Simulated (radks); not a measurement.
Q: Re+, configuration [Xe] 4f14 5d5 6s1. Calculated with a radial shooting solver on a logarithmic mesh with Libxc functionals: scalar-relativistic Kohn-Sham, Wu-Cohen GGA, spin-polarised, spherical densities, finite nucleus; open shells are filled with parallel spins first (spin-orbit coupling, left out, can overturn this in heavy ions); Fermi nuclear charge, rms radius 5.3698 fm. Some entries of the table are withheld. Estimate them.

orbital  occ.  eigenvalue (Ry)  <r^2> (bohr^2)  <r> (bohr)
1s up       1        -5265.258       0.0004481     0.01804
1s down     1        -5265.257       0.0004481     0.01804
2s up       1        -913.3934        0.006878     0.07623
2s down     1        -913.3753        0.006878     0.07623
2p up       3        -797.4867        0.005708     0.06834
2p down     3        -797.4720        0.005708     0.06834
3s up       1        -211.8683         0.04459      0.1975
3s down     1        -211.8620         0.04459      0.1975
3p up       3        -177.6730         0.04540      0.1979
3p down     3        -177.6661         0.04540      0.1979
3d up       5        -138.8171         0.03764      0.1792
3d down     5        -138.8048         0.03764      0.1793
4s up       1        -44.62835          0.2192      0.4406
4s down     1        -44.61061          0.2192      0.4407
4p up       3        -33.40592          0.2498      0.4686
4p down     3        -33.38871          0.2497      0.4686
4d up       5        -19.30595          0.2898      0.5002
4d down     5        -19.28532          0.2894      0.4999
5s up       1         -6.87668           1.214       1.040
5s down     1         -6.71908           1.194       1.031
5p up       3         -4.09193             (1)       1.214
5p down     3         -3.88408             (2)       1.199
4f up       7         -3.66432             (3)      0.5828
4f down     7         -3.62599             (4)      0.5782
5d up       5         -1.04054           3.996       1.838
6s up       1         -1.00335           8.777       2.792
5d down     0         -0.75908           4.036       1.837

A: 
(1) 5p up <r^2> (bohr^2): 1.670
(2) 5p down <r^2> (bohr^2): 1.630
(3) 4f up <r^2> (bohr^2): 0.4236
(4) 4f down <r^2> (bohr^2): 0.4149
